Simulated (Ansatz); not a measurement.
## Ligand exchange: SiHI3 + HOI → SiI4 + H2O

Species: SiHI3 (triiodosilane) `I[SiH](I)I`, singlet; HOI (hypoiodous acid) `OI`, singlet; SiI4 `I[Si](I)(I)I`, singlet; H2O (water) `O`, singlet. The partners trade H for I: Si–H and O–I bonds give way to Si–I and O–H.

Shapes, held fixed at every level: PBE0-D4/def2-TZVP. Programs: Ansatz 0.2.0. The zero-point and thermal change to 298 K, harmonic and unscaled (PBE0-D4/def2-TZVP), is +8.0 kJ/mol.

**The experiment to reproduce.** Tabulated heats of formation (Active Thermochemical Tables, NIST-JANAF tables): SiHI3 -74.5 (JANAF); HOI -61.3 (ATcT); SiI4 -110.5 (JANAF); H2O -241.8 (ATcT) kJ/mol, which give ΔH(298 K) = -216.5 kJ/mol.

| level | kind | ΔH (kJ/mol) | computed − measured | CPU time (all species) |
| --- | --- | --- | --- | --- |
| PBE-D4/def2-TZVPP | GGA | -212.4 | +4.1 | 22 s |
| BHLYP-D4/def2-TZVPP | global hybrid | -227.5 | -11.0 | 44 s |
| PBE0-D4/def2-TZVPP | global hybrid | -225.3 | -8.8 | 32 s |
| wB97X-V/def2-TZVPP | range-separated hybrid | -209.5 | +7.0 | 68 s |
| B2PLYP/def2-TZVPP | double hybrid | -208.7 | +7.8 | 56 s |
| MP2/def2-SVP | perturbation theory | -234.9 | -18.4 | – |
| CCSD(T)/def2-SVP | coupled cluster or CI | -215.9 | +0.6 | 39 s |
| CCSD(T)/def2-TZVPP | coupled cluster or CI | -216.6 | -0.1 | 4.7 min |

Nearest: CCSD(T)/def2-TZVPP (-0.1); farthest: MP2/def2-SVP (-18.4). 6 of 8 levels lie within 10 kJ/mol. The heats of SiI4 come from older tables and can be uncertain by 10 kJ/mol or more. The tabulated value of SiHI3 is in doubt (older tables, estimates, or at odds with other calculations) and kept here. For atoms past krypton def2 sets carry core potentials with scalar relativity. Outer-core shells of I are correlated in most correlated rows, in sets that cover them unevenly. Times are processor times on shared x86 and Arm servers, and rough.
